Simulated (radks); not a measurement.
Bi79+, 4 electrons, occupied as [He] 2s2 (the NIST ground configuration).

All-electron calculation, scalar-relativistic Kohn-Sham, LDA (Slater exchange, VWN5 correlation), spin-polarised, spherical densities, finite nucleus; Fermi nuclear charge, rms radius 5.5211 fm. Program: a radial shooting solver on a logarithmic mesh with Libxc functionals.

Energy parts (hartree):
| part | energy |
|---|---|
| total | -9473.2339 |
| kinetic | 11730.5189 |
| electron-nucleus | -21362.9396 |
| Hartree | 230.0075 |
| exchange-correlation | -70.8208 |

Orbitals (lengths in bohr, moments of r in powers of bohr; r(max) is where P^2 peaks; r(90%) holds 90 % of the orbital's charge):
orbital  occ.  eigenvalue (hartree)    r(max)  r(90%)
1s          2             -3708.423  0.009655  0.0289
2s          2             -924.9128   0.05486  0.0991

The highest occupied level is 2s at -25168 eV. Summed over all electrons, <r^2> = 0.01038 bohr^2, which gives a Langevin (diamagnetic) susceptibility term of -0.00822 x 10^-6 cm^3/mol. For comparison, the ionisation energy in NIST's Atomic Spectra Database is 25260 eV (theoretical). In exact Kohn-Sham theory the highest level is minus the ionisation energy, but local and semilocal functionals leave it too shallow, through self-interaction and a potential that decays too fast; potentials with the right tail come closer.

Beside tabulated values, note that scalar-relativistic runs lack spin-orbit coupling.
